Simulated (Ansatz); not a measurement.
AgBr₂⁻. The state is a quintet with charge -1. Geometry PBE-D4/def2-TZVPD; atoms count from 1.

```xyz
3

Ag    0.004    0.001   -0.001
Br    2.607    1.014   -0.721
Br   -2.611   -1.014    0.723
```

In the def2 sets Ag takes a core potential; there is no spin–orbit coupling. The highest occupied level of the charge -1 quintet lies above zero (up to 1.76 eV). The electron is either unbound and held by the finite basis, or the level is raised by self-interaction error. At PBE0-D4/def2-TZVPD a singlet of charge -1 lies 9.79 eV below the quintet, each at its own geometry. The structure comes from a short search, and lower isomers may exist.

Estimate the Mulliken populations from the PBE0/def2-TZVPD orbitals of Ansatz.


```
atom  charge (e)  spin (α − β)  d electrons
 Ag1       -0.78          2.12         9.72
 Br2       -0.14          0.70            –
 Br3       -0.08          1.17            –
```
Mulliken values depend strongly on the basis. With diffuse functions, as here, like atoms can get unlike values, and bond orders can come out too low or too high.

Where does the spin sit?

Summed by element: Ag 2.12, Br 1.88, of 4 unpaired in all. Largest on single atoms: Ag1 2.12, Br3 1.17, Br2 0.70.

And the Mayer bond orders between heavy atoms (over 0.3)?

Ag1–Br2 0.34 (2.88 Å).
